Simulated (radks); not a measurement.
Species: the lead ion Pb4+. Configuration: [Xe] 4f14 5d10. Calculated with a radial shooting solver on a logarithmic mesh with Libxc functionals: scalar-relativistic Kohn-Sham, XLYP, spin-unpolarised, spherical densities, finite nucleus; Fermi nuclear charge, rms radius 5.5012 fm.

Radial electron density D(r) = 4 pi r^2 rho(r):

r (bohr)  D(r) (e/bohr)
0.001749          26.82
0.002352          39.00
0.003187          55.25
0.004285          74.00
0.005807          93.70
0.007808          108.8
0.01058           114.7
0.01423           109.8
0.01913           102.1
0.02592           107.7
0.03485           133.0
0.04723           155.0
0.06351           143.0
0.08607           121.7
0.1157            137.0
0.1556            140.0
0.2108            93.87
0.2835            86.67
0.3842            95.17
0.5165            57.19
0.7               29.59
0.9412            23.58
1.265             14.02
1.715             4.799
2.306            0.9535
3.125           0.08343
4.201          0.002381

D(r) has 4 maxima, at r = 0.0106, 0.0496, 0.138, 0.352 bohr, and minima at 0.0206, 0.0882, 0.251 bohr, inside which lie 1.87, 10.96, 30.12 electrons.
